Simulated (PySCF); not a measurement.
PySCF job for C3H8BFO, SMILES CCB(F)CO, TDA-PBE/def2-SVPD. Geometry optimised at r2SCAN-D4/def2-SVP. The structure was generated by enumeration, and PubChem lists no compound with its InChIKey, so it may never have been made. One conformer was computed; it need not be the lowest.

```python
import numpy as np
from pyscf import gto, scf, dft, tdscf

mol = gto.M(
    atom='''
    C     2.41416172   -0.32472734    0.12170025
    C     0.94675892   -0.72572292   -0.00893768
    B    -0.10674538    0.42560667    0.11684121
    F     0.28874473    1.65445967    0.47660640
    C    -1.64550059    0.22758757   -0.15244422
    O    -2.03740476   -1.06522168   -0.59216782
    H     2.70065706    0.39282695   -0.66338563
    H     2.61047447    0.16520195    1.08826352
    H     3.09008404   -1.19038397    0.04182648
    H     0.73968317   -1.25303934   -0.96065477
    H     0.67858000   -1.48225115    0.75987136
    H    -2.23132791    0.57261379    0.73148986
    H    -1.93502164    0.93822977   -0.95091111
    H    -1.71138721   -1.70241875    0.05526907
    ''',
    basis='def2-SVPD',
    charge=0,
    spin=0,
    max_memory=1600,
    verbose=4,
)
mf = dft.RKS(mol, xc='pbe').density_fit(auxbasis='def2-universal-jkfit')
mf.grids.level = 3
mf.conv_tol = 1e-9
mf.max_cycle = 100
mf.kernel()
mf.grids = dft.Grids(mol).set(level=1).build(with_non0tab=True)  # coarser grid for the response kernel
td = tdscf.TDA(mf)
td.singlet = True
td.nstates = 10
td.conv_tol = 1e-4
td.positive_eig_threshold = 1e-6
td.kernel(x0=td.get_init_guess(mf, 15))
td.analyze()
tt = tdscf.TDA(mf)
tt.singlet = False
tt.nstates = 4
tt.conv_tol = 1e-4
tt.positive_eig_threshold = 1e-6
tt.kernel(x0=tt.get_init_guess(mf, 9))
tt.analyze(verbose=3)
```

Output:

```
PySCF version 2.14.0

[INPUT] verbose = 4
[INPUT] num. atoms = 14
[INPUT] num. electrons = 48
[INPUT] charge = 0
[INPUT] spin (= nelec alpha-beta = 2S) = 0
[INPUT] symmetry False subgroup None
[INPUT] Mole.unit = angstrom
[INPUT] Symbol           X                Y                Z      unit          X                Y                Z       unit  Magmom
[INPUT]  1 C      2.414161720000  -0.324727340000   0.121700250000 AA    4.562104471209  -0.613645737759   0.229980141791 Bohr   0.0
[INPUT]  2 C      0.946758920000  -0.725722920000  -0.008937680000 AA    1.789115064789  -1.371417561120  -0.016889767389 Bohr   0.0
[INPUT]  3 B     -0.106745380000   0.425606670000   0.116841210000 AA   -0.201719533263   0.804280043088   0.220797886963 Bohr   0.0
[INPUT]  4 F      0.288744730000   1.654459670000   0.476606400000 AA    0.545648459611   3.126475660438   0.900655565215 Bohr   0.0
[INPUT]  5 C     -1.645500590000   0.227587570000  -0.152444220000 AA   -3.109545452910   0.430078176655  -0.288077825073 Bohr   0.0
[INPUT]  6 O     -2.037404760000  -1.065221680000  -0.592167820000 AA   -3.850137001285  -2.012977237149  -1.119034999581 Bohr   0.0
[INPUT]  7 H      2.700657060000   0.392826950000  -0.663385630000 AA    5.103502199773   0.742335349848  -1.253617155672 Bohr   0.0
[INPUT]  8 H      2.610474470000   0.165201950000   1.088263520000 AA    4.933081803469   0.312186440744   2.056520004155 Bohr   0.0
[INPUT]  9 H      3.090084040000  -1.190383970000   0.041826480000 AA    5.839412537490  -2.249499686372   0.079040591955 Bohr   0.0
[INPUT] 10 H      0.739683170000  -1.253039340000  -0.960654770000 AA    1.397798610250  -2.367901175906  -1.815374415557 Bohr   0.0
[INPUT] 11 H      0.678580000000  -1.482251150000   0.759871360000 AA    1.282330353607  -2.801048721322   1.435948760301 Bohr   0.0
[INPUT] 12 H     -2.231327910000   0.572613790000   0.731489860000 AA   -4.216598643998   1.082083238249   1.382315498296 Bohr   0.0
[INPUT] 13 H     -1.935021640000   0.938229770000  -0.950911110000 AA   -3.656660944707   1.772997307214  -1.796961566706 Bohr   0.0
[INPUT] 14 H     -1.711387210000  -1.702418750000   0.055269070000 AA   -3.234053119984  -3.217105186824   0.104443405459 Bohr   0.0

nuclear repulsion = 228.533645719783
number of shells = 82
number of NR pGTOs = 266
number of NR cGTOs = 190
basis = def2-SVPD
ecp = {}


[settings echo left out]
init E= -318.708843442933
  HOMO = -0.332903590983241  LUMO = -0.0955149525223908  gap/eV = 6.45967
cycle= 1 E= -318.357859926247  delta_E= 0.351  |g|= 0.833  |ddm|=  5.1
  HOMO = -0.0823955956013318  LUMO = -0.0132975017166679  gap/eV = 1.88025
cycle= 2 E= -317.95025001076  delta_E= 0.408  |g|= 1.65  |ddm|= 2.38
  HOMO = -0.226681175381515  LUMO = -0.0403887415663369  gap/eV = 5.06928
cycle= 3 E= -318.500117025228  delta_E= -0.55  |g|= 0.188  |ddm|= 1.54
  HOMO = -0.225656804387715  LUMO = -0.0511859765933602  gap/eV = 4.74759
cycle= 4 E= -318.507158266751  delta_E= -0.00704  |g|= 0.0669  |ddm|= 0.235
  HOMO = -0.225347431371771  LUMO = -0.04817252961913  gap/eV = 4.82117
cycle= 5 E= -318.508180413932  delta_E= -0.00102  |g|= 0.012  |ddm|= 0.0812
  HOMO = -0.224204476680283  LUMO = -0.0477237144733973  gap/eV = 4.80229
cycle= 6 E= -318.50820880376  delta_E= -2.84e-05  |g|= 0.0053  |ddm|= 0.0235
  HOMO = -0.22472989714475  LUMO = -0.047892932842851  gap/eV = 4.81198
cycle= 7 E= -318.508214874356  delta_E= -6.07e-06  |g|= 0.00107  |ddm|= 0.00539
  HOMO = -0.224774854678897  LUMO = -0.0479543585854754  gap/eV = 4.81153
cycle= 8 E= -318.508215003849  delta_E= -1.29e-07  |g|= 0.000629  |ddm|= 0.00149
  HOMO = -0.224784742970703  LUMO = -0.0479410919732621  gap/eV = 4.81216
cycle= 9 E= -318.508215083299  delta_E= -7.95e-08  |g|= 7.95e-05  |ddm|= 0.000617
  HOMO = -0.224788566033357  LUMO = -0.0479374165892557  gap/eV = 4.81236
cycle= 10 E= -318.50821508463  delta_E= -1.33e-09  |g|= 2.37e-05  |ddm|= 0.000137
  HOMO = -0.224790239437752  LUMO = -0.0479413148226424  gap/eV = 4.81230
cycle= 11 E= -318.508215084753  delta_E= -1.23e-10  |g|= 1.11e-05  |ddm|= 5.24e-05
  HOMO = -0.224787801321108  LUMO = -0.0479385273885931  gap/eV = 4.81231
Extra cycle  E= -318.508215084725  delta_E= 2.73e-11  |g|= 1.54e-05  |ddm|= 3.72e-05
converged SCF energy = -318.508215084725
tot grids = 50976
Overwritten attributes  positive_eig_threshold  of <class 'pyscf.tdscf.rks.TDA'>


******** <class 'pyscf.tdscf.rks.TDA'> for <class 'pyscf.df.df_jk.DFRKS'> ********
nstates = 10 singlet
deg_eia_thresh = 1.000e-03
wfnsym = None
conv_tol = 0.0001
eigh lindep = 1e-12
eigh level_shift = 0
eigh max_cycle = 100


Excitation energies (eV)
[4.9589599  5.63452978 6.16866392 6.28889396 6.7683748  6.92833328
 7.13946754 7.37079683 7.42381246 7.44032787]

** Singlet excitation energies and oscillator strengths **
Excited State   1:      4.95896 eV    250.02 nm  f=0.0062
      24 -> 25       -0.70508
Excited State   2:      5.63453 eV    220.04 nm  f=0.0010
      24 -> 26       -0.70457
Excited State   3:      6.16866 eV    200.99 nm  f=0.0039
      24 -> 27       -0.70131
Excited State   4:      6.28889 eV    197.15 nm  f=0.0164
      23 -> 25        0.70026
Excited State   5:      6.76837 eV    183.18 nm  f=0.0287
      24 -> 28        0.70509
Excited State   6:      6.92833 eV    178.95 nm  f=0.0048
      23 -> 26        0.70316
Excited State   7:      7.13947 eV    173.66 nm  f=0.0155
      22 -> 25       -0.69531
Excited State   8:      7.37080 eV    168.21 nm  f=0.0398
      21 -> 25        0.66929
      24 -> 29        0.17101
Excited State   9:      7.42381 eV    167.01 nm  f=0.0074
      21 -> 25        0.17604
      24 -> 29       -0.67907
Excited State  10:      7.44033 eV    166.64 nm  f=0.0038
      23 -> 27        0.69128

** Transition electric dipole moments (AU) **
state          X           Y           Z        Dip. S.      Osc.
  1         0.1960      0.0136     -0.1118      0.0511      0.0062
  2         0.0271     -0.0793      0.0001      0.0070      0.0010
  3         0.1466      0.0543     -0.0327      0.0255      0.0039
  4         0.3251     -0.0109     -0.0186      0.1062      0.0164
  5         0.3064     -0.2382     -0.1492      0.1729      0.0287
  6        -0.1231      0.1127      0.0264      0.0286      0.0048
  7        -0.2290      0.0625     -0.1801      0.0888      0.0155
  8        -0.3651      0.2908      0.0505      0.2204      0.0398
  9        -0.1802      0.0692      0.0598      0.0408      0.0074
 10         0.0599     -0.0255     -0.1285      0.0208      0.0038

** Transition velocity dipole moments (imaginary part, AU) **
state          X           Y           Z        Dip. S.      Osc.
  1         0.0120     -0.0048      0.0178      0.0005      0.0018
  2         0.0028     -0.0155      0.0040      0.0003      0.0009
  3         0.0552      0.0093     -0.0180      0.0035      0.0102
  4         0.0416     -0.0046      0.0190      0.0021      0.0061
  5         0.0755     -0.0463     -0.0286      0.0087      0.0232
  6        -0.0438      0.0295      0.0014      0.0028      0.0073
  7        -0.0425     -0.0094      0.0366      0.0032      0.0082
  8        -0.0765      0.0150      0.0026      0.0061      0.0150
  9        -0.0463      0.0092      0.0133      0.0024      0.0059
 10         0.0144     -0.0094     -0.0400      0.0019      0.0046

** Transition magnetic dipole moments (imaginary part, AU) **
state          X           Y           Z
  1         0.2053      0.4000      0.2004
  2         0.1300     -0.0710      0.3576
  3        -0.0837      0.1823     -0.3683
  4        -0.3760     -0.5398     -0.0199
  5         0.1013      0.0659      0.0589
  6         0.3964     -0.0080      0.0421
  7        -0.1123      0.0992     -0.1404
  8         0.0350      0.0010      0.1700
  9         0.1000     -0.2311      0.3575
 10        -0.2483      0.3352      0.1173


******** <class 'pyscf.tdscf.rks.TDA'> for <class 'pyscf.df.df_jk.DFRKS'> ********
nstates = 4 triplet
deg_eia_thresh = 1.000e-03
wfnsym = None
conv_tol = 0.0001
eigh lindep = 1e-12
eigh level_shift = 0
eigh max_cycle = 100


Excitation energies (eV)
[4.60835175 5.49873335 5.8601199  6.00353287]

** Triplet excitation energies and oscillator strengths **
Excited State   1:      4.60835 eV    269.04 nm  f=0.0000
Excited State   2:      5.49873 eV    225.48 nm  f=0.0000
Excited State   3:      5.86012 eV    211.57 nm  f=0.0000
Excited State   4:      6.00353 eV    206.52 nm  f=0.0000
```

Self-consistency was reached.
